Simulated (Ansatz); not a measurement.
Cartesian coordinates in Å:
```
C -1.2394 1.1852 0.2850
Si 0.0767 0.2463 -0.6399
Si 1.0855 -1.6048 0.1336
S 2.0650 0.3147 0.1849
H -1.1909 0.9627 1.3519
H -2.2307 0.9142 -0.0871
H -1.1040 2.2608 0.1473
H 0.0311 0.5088 -2.1002
H 1.7302 -2.6121 -0.7430
H 0.7765 -2.1758 1.4676
```

Charge 0, multiplicity 1.

(1) List the PBE0/def2-TZVPP orbital energies in eV (the Gaussian-basis code of Ansatz). (An estimate is asked.)

Results:

(1) Ansatz gave: Occupied: -2421.96, -1803.05, -1803.01, -278.20, -217.30, -161.08, -161.07, -160.98, -145.33, -145.31, -100.03, -100.01, -99.98, -99.95, -99.94, -99.93, -20.57, -19.75, -14.52, -13.66, -11.93, -11.81, -10.47, -10.31, -9.60, -8.86, -7.29, -7.04. Lowest empty: -0.17, 0.11, 0.22, 0.74, 0.97, 1.44, 2.44, 2.71.
